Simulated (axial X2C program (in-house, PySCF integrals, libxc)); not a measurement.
Which molecule gave these maps?

PBE0 fields computed with an in-house all-electron X2C program for linear molecules (integrals from PySCF), without spin–orbit coupling, near the equilibrium distance, one atom at z = 0.

The maps cover the half plane through the axis: z from -2.4 to 3.9 Å along the bond, ρ from 0.15 to 2.25 Å away from it (steps of 0.3 Å, the bottom row nearest the axis).

log10 of the density in e/bohr³:

digits 0 to 9 span -5.17 to 1.63 evenly
```
0001112222222222211100
0111222233333333222110
1122233333444443332211
1223344444444444433221
1233445555555555443321
2234456666666665544322
2334566777666666554322
2344567898766776654332
```

Electron localisation function (collinear form, no current term, damped to 0 at low density):

digits 0 to 9 span 0.00 to 1.00 evenly
```
0000000000001110000000
0000000000023432100000
0000000000135654310000
0000000000146776542000
0000011221247888764200
0001235776447888886310
0012367625657458988510
0012477343665536998620
```

Task: Which molecule is it?
A. TcP⁺
B. NbC⁺
C. BaP
D. CsCa

Result: B. NbC⁺, with Nb at z = 0 and C at z = 1.639 Å, state M_S = 0, Λ = 0 (closed shell), basis Nb dyall-cv3z [11s12p9d5f3g], C dyall-v3z [7s6p2d1f] (cores contracted in-house). One determinant describes the state; a PBE0 search over occupations chose it and may have missed a lower one. Other states lie close and PBE0, whose exact exchange favours high spin, may order them wrongly; the determinant shown need not be the ground state. The nearest other spin-free determinant of the search, M_S = 1, Λ = 2, lies 0.32 eV up at the distance of the search.
